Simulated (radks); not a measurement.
Q: W V, configuration [Xe] 4f14 5d2 (the NIST ground configuration). Calculated with a radial shooting solver on a logarithmic mesh with Libxc functionals: scalar-relativistic Kohn-Sham, SCAN, spin-polarised, spherical densities, finite nucleus; open shells are filled with parallel spins first (spin-orbit coupling, left out, can overturn this in heavy ions); meta-GGA in the generalised Kohn-Sham scheme; Fermi nuclear charge, rms radius 5.3658 fm. Some entries of the table are withheld. Estimate them.

| orbital | occ. | eigenvalue (eV) | r(max) (bohr) | <r^2> (bohr^2) |
|---|---|---|---|---|
| 1s up | 1 | -69604.13 | 0.01146 | 0.0004631 |
| 1s down | 1 | -69604.13 | 0.01146 | 0.0004631 |
| 2s up | 1 | -12076.24 | 0.06562 | 0.007115 |
| 2s down | 1 | -12076.15 | 0.06562 | 0.007115 |
| 2p up | 3 | -10563.80 | 0.05389 | 0.005891 |
| 2p down | 3 | -10563.71 | 0.05389 | 0.005891 |
| 3s up | 1 | -2826.373 | 0.1850 | 0.04612 |
| 3s down | 1 | -2826.358 | 0.1850 | 0.04612 |
| 3p up | 3 | -2375.637 | 0.1832 | 0.04694 |
| 3p down | 3 | -2375.613 | 0.1832 | 0.04694 |
| 3d up | 5 | -1856.343 | 0.1496 | 0.03902 |
| 3d down | 5 | -1856.275 | 0.1496 | 0.03902 |
| 4s up | 1 | -623.2192 | 0.4208 | 0.2279 |
| 4s down | 1 | -623.0741 | 0.4209 | 0.2278 |
| 4p up | 3 | -474.6897 | 0.4411 | 0.2594 |
| 4p down | 3 | -474.5448 | 0.4412 | 0.2593 |
| 4d up | 5 | -285.7847 | 0.4523 | 0.3030 |
| 4d down | 5 | -285.5972 | 0.4524 | 0.3026 |
| 5s up | 1 | -124.1405 | 0.9591 | 1.264 |
| 5s down | 1 | -122.9317 | 0.9573 | 1.255 |
| 5p up | 3 | -87.2355 | 1.089 | (1) |
| 5p down | 3 | -85.6840 | 1.085 | (2) |
| 4f up | 7 | -77.3359 | 0.4293 | 0.4593 |
| 4f down | 7 | -76.9762 | 0.4291 | 0.4523 |
| 5d up | 2 | -44.2942 | 1.393 | 3.125 |

A: 
(1) 5p up <r^2> (bohr^2): 1.691
(2) 5p down <r^2> (bohr^2): 1.666
